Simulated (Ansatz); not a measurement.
The cluster Bi₂Cl₆. The state is a singlet with charge 0. Geometry PBE-D4/def2-SVP; atoms count from 1.

```xyz
8

Bi   -0.0204   -1.0744    1.9096
Bi   -0.5754    0.4591   -2.0638
Cl    1.6562    0.7283    2.1529
Cl    0.0882    0.0566   -4.4365
Cl   -1.8669    0.3202    0.7934
Cl    0.6142   -1.6116   -1.1163
Cl   -1.0216   -1.0199    4.1963
Cl    1.1257    2.1417   -1.4356
```

In the def2 sets Bi takes a core potential; there is no spin–orbit coupling. Another isomer (singlet) lies 0.10 eV lower at PBE0-D4/def2-TZVP; other spin states weren't run for this one.

Estimate the Mulliken populations from the PBE0/def2-TZVP orbitals of Ansatz.


| atom | charge (e) |
| --- | --- |
| Bi1 | 1.05 |
| Bi2 | 1.05 |
| Cl3 | -0.32 |
| Cl4 | -0.36 |
| Cl5 | -0.37 |
| Cl6 | -0.37 |
| Cl7 | -0.36 |
| Cl8 | -0.32 |
Mulliken values depend strongly on the basis.

And the Mayer bond orders between heavy atoms (over 0.3)?

Bi1–Cl3 1.03 (2.47 Å); Bi1–Cl5 0.79 (2.57 Å); Bi1–Cl7 0.97 (2.50 Å); Bi2–Cl4 0.97 (2.50 Å); Bi2–Cl6 0.79 (2.57 Å); Bi2–Cl8 1.03 (2.47 Å).
